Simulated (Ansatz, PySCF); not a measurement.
BaF, SMILES [Ba+][F], charge +1. Atoms are numbered in the order given.

```xyz
2

Ba     0.0000     0.0000    -0.2885
F      0.0000     0.0000     1.7951
```
Charge +1, spin multiplicity 1.

Geometry optimised at PBE0-D3(BJ)/def2-TZVPD. The spin state was assumed, not searched. The def2 effective core potentials stand for the cores of Ba; spin–orbit coupling is left out.

Vertical ionisation energy (IE) and electron affinity (EA) in eV. Rows of orbital energies are one-electron estimates. Where ΔSCF, EOM or ADC give a negative EA the extra electron is unbound and the value depends on the basis.

| level | IE | EA |
|---|---|---|
| −ε(HOMO), −ε(LUMO), M06-2X/def2-TZVPD (PySCF) | 16.11 | 5.87 |
| −ε(HOMO), −ε(LUMO), CAM-B3LYP/def2-TZVPD (PySCF) | ? | ? |
| −ε(HOMO), −ε(LUMO), PBE/def2-TZVPD (PySCF) | 12.57 | 6.65 |
| ΔSCF, ωB97X-V/def2-TZVPD (Ansatz), final states of multiplicity 2 and 2 | 17.29 | 4.52 |
| ΔSCF, PBE/def2-TZVPD (Ansatz), final states of multiplicity 2 and 2 | 17.57 | 4.78 |

Problem. Complete the blanks. (Estimate from the structure and the level; the computed values follow.)

Solution. 
- −ε(HOMO), −ε(LUMO), CAM-B3LYP/def2-TZVPD (PySCF), IE: 15.69
- −ε(HOMO), −ε(LUMO), CAM-B3LYP/def2-TZVPD (PySCF), EA: 5.50

Problem. What vertical singlet–triplet gap does ΔSCF give with ωB97X-V/def2-TZVPD (Ansatz, a first-principles code) and with PBE/def2-TZVPD (Ansatz)? (An estimate is asked for; the answer gives what the named calculation found.)

Solution. 7.74 and 7.60 eV (triplet above singlet where positive).
